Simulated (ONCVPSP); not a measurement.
# Cl (Z = 17): ONCV pseudisation with LDA (Perdew-Wang 92), scalar-relativistic reference atom.

```
Element                 : chlorine (Cl)
Generator               : ONCVPSP 4.0.1
Type                    : optimised norm-conserving Vanderbilt (ONCV)
Functional              : LDA (Perdew-Wang 92)
Relativity              : scalar-relativistic
Frozen core             : [Ne]
Valence charge          : 7
Reference configuration : 3s2 3p5
Partial waves           : 3s: rc 1.40 bohr, ncon 5, nbas 8, qcut 4.1 1/bohr, 2 projectors, debl 2.3 Ha; 3p: rc 1.20 bohr, ncon 3, nbas 7, qcut 8.2 1/bohr, 1 projector
Local potential         : polynomial inside 1.00 bohr (lpopt 5, dvloc0 3 Ha)
Core correction         : Teter function, fcfact 5, rcfact 1.2
```

**Question.** Does the generator finish with these settings?

**Answer.** Yes, a potential is produced and its reference levels are reproduced.

**Question.** Estimate the cutoffs (Ha) at which the residual kinetic energy of the hardest occupied pseudo-wave falls to 1 and 0.1 mHa per electron.

**Answer.** 61 Ha and 79 Ha.

**Question.** What does a ghost test show?

**Answer.** No bound ghost flagged; no localised positive-energy state flagged.

**Question.** Which valence shell sets the plane-wave cutoff?

**Answer.** 3s: 61 Ha for 1 mHa per electron, against 13 Ha for 3p.

**Question.** Tests: 3s2 3p4; 3s2 3p3; 3s2 3p2; 3s1 3p6. Which has the largest error in its energy relative to the reference configuration, and how large is it?

**Answer.** 3s2 3p2, with +93 meV (all-electron minus pseudo) on +77.89 eV.
